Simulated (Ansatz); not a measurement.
A nudged elastic band was laid between two geometries of BrH + Cl4HOTa (9 atoms, charge 0, multiplicity 1).

Method: RHF/def2-SVP (Ansatz 0.2.0).

```json
{
 "movable images": "7",
 "climbing image": "yes",
 "spring": "5.0 eV/Å²",
 "optimiser": "quadratic models (default)",
 "start path": "through a guess of the saddle point",
 "force threshold": "0.05 eV/Å",
 "iteration limit": "60",
 "end points": "relaxed"
}
```

Image 0:

```xyz
9
Properties=species:S:1:pos:R:3
Ta -0.603 0.336 0.282
Cl 1.713 0.604 0.814
Cl -1.076 0.439 2.549
O -0.244 -1.301 -0.448
H 0.384 -1.980 -0.670
Cl -0.444 2.200 -1.086
Cl -2.897 0.178 -0.192
Br 2.864 -3.036 -0.740
H 3.254 -1.845 -0.091
```

Image 8:

```xyz
9
Properties=species:S:1:pos:R:3
Ta -0.860 -0.140 0.304
Cl 3.676 -1.166 -0.802
Cl -1.132 0.292 2.562
O 0.723 0.321 -0.473
H 1.625 0.138 -0.716
Cl -1.860 1.919 -0.212
Cl -2.437 -1.233 -0.992
Br 0.135 -2.430 0.923
H 3.080 -2.106 -0.177
```

(1) What changes between the two ends?

(2) What energy profile does the band end with?

(3) What is the geometry of the highest image?

(4) What are the harmonic wavenumbers there?

## Answers

(1) Bonds broken: Ta1–Cl2, Br8–H9. Bonds formed: Ta1–Br8, Cl2–H9. BrH + Cl4HOTa becomes BrCl3HOTa + ClH.

(2) It converged. The highest image is number 4 of 0 to 8, 1.12 eV above the first end and 1.04 eV above the last; the last end lies 0.08 eV above the first. A vibrational analysis at the climbing image gives one clearly imaginary mode, 1186i cm⁻¹: a first-order saddle point. The orbitals stay closed-shell, which can raise the energy where a bond breaks towards radicals; this wasn't checked here.

```csv
image,path coordinate (Å),energy (eV),Ta1–Cl2 (Å),Br8–H9 (Å),Ta1–Br8 (Å)
0,0.00,0.00,2.39,1.41,4.94
1,1.50,0.02,2.39,1.41,4.82
2,2.99,0.07,2.38,1.41,4.61
3,4.49,0.16,2.38,1.41,3.85
4,5.98,1.12,2.65,1.69,2.88
5,7.42,0.23,3.50,3.07,2.56
6,8.86,0.16,4.18,3.36,2.56
7,10.30,0.11,4.56,3.11,2.57
8,11.74,0.08,4.78,3.16,2.57
```

(3) 
```xyz
9
Properties=species:S:1:pos:R:3:forces:R:3
Ta -0.253 -0.194 0.220 0.00 0.01 -0.01
Cl 2.290 0.499 -0.042 0.00 0.00 0.00
Cl 0.089 0.329 2.483 0.00 0.00 0.00
O -0.034 -0.830 -1.497 0.01 0.00 0.01
H 0.360 -1.278 -2.229 -0.01 0.00 0.00
Cl -1.049 1.874 -0.360 0.00 0.00 0.00
Cl -2.196 -1.349 0.626 0.00 0.00 0.00
Br 1.459 -2.436 0.811 0.00 0.00 0.00
H 2.285 -1.019 0.406 0.00 0.00 0.00
```

(4) 1186i, 53, 95, 111, 132, 147, 151, 156, 198, 218, 225, 308, 375, 393, 410, 479, 509, 725, 808, 1102, 4210 cm⁻¹.

Time of the run: 9.2 min on 4 threads of Intel(R) Xeon(R) 6975P-C (Granite Rapids), with other jobs on the host, peak memory 0.63 GiB.
